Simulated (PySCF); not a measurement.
**NMR data sheet: C8H8O2**

| Quantity | Value |
| --- | --- |
| Formula | C8H8O2 |
| SMILES | CC#CCC1=COC=CO1 |
| InChI | InChI=1S/C8H8O2/c1-2-3-4-8-7-9-5-6-10-8/h5-7H,4H2,1H3 |
| Point group of the computed structure | C1 |
| Degrees of unsaturation | 5 |
| Carbon signals | 8 |
| Proton signals | 5 |

Numbering as in the mapped SMILES `[CH3:1][C:2]#[C:3][CH2:4][C:5]1=[CH:6][O:7][CH:8]=[CH:9][O:10]1`. Each H is labelled by its parent atom.

Method: shielding tensors at PBE0/pcSseg-1 (GIAO), GFN2-xTB geometry, in PySCF 2.14 (in vacuum, fast rotation and ring inversion assumed for equivalent nuclei, relativity neglected, one conformer).

References, each an isolated molecule treated in the same way: ¹H, ¹³C against TMS; H2O for ¹⁷O.

| carbon | δC, type | δH (multiplicity) | HMBC from (2–3 bonds) | span of the C tensor (ppm) |
| --- | --- | --- | --- | --- |
| C1 | 4.5, CH3 | 1.98 (s) | – | 22 |
| C2 | 87.5, C | – | H(C4), H(C1) | 255 |
| C3 | 78.2, C | – | H(C4), H(C1) | 251 |
| C4 | 22.8, CH2 | 2.75 (s) | H(C6) | 31 |
| C5 | 142.2, C | – | H(C6), H(C9), H(C4) | 137 |
| C6 | 131.2, CH | 5.86 (s) | H(C8), H(C4) | 123 |
| C8 | 133.9, CH | 5.53 (m) | H(C6), H(C9) | 138 |
| C9 | 133.5, CH | 5.54 (m) | H(C8) | 132 |

Other nuclei:
```csv
atoms,nucleus,environment,δ (ppm),σ (ppm)
O10,¹⁷O,ether oxygen,113.8,222.3
O7,¹⁷O,ether oxygen,106.3,229.8
```

1. Carbon types of the structure: 3 × C, 3 × CH, 1 × CH2, 1 × CH3, which accounts for all hydrogens.
2. δC 142.2, 133.9, 133.5, 131.2: alkene carbon bearing oxygen.
3. δC 87.5, 78.2: alkyne carbon; the triple bond shields along its axis, which puts it between sp3 and sp2 carbons.
4. δC 4.5: propargylic methyl carbon; saturated and bonded to C and H only.
5. δH 5.86, 5.54, 5.53: hydrogen on an alkene carbon bearing oxygen; attached to an sp2 carbon and in the plane of the double bond.
6. δH 2.75: hydrogen on an allylic sp3 CH2; allylic position.

Shifts are as computed. Against solution values, carbons near 30 ppm lie about +3 ppm off and those near 130 ppm about +5 ppm. Of 1211 compounds with measured shifts, 218 miss one by over three times the rms of a fit or turn the order of signals round; such compounds aren't used in these exercises. Experimental scales use liquid or dissolved standards, which lie at an offset from isolated H2O (liquid H2O: subtract about 36 ppm). Multiplicities follow the n + 1 count of equivalent neighbours, as no J values were calculated; m marks all less simple cases, F and P coupling included.
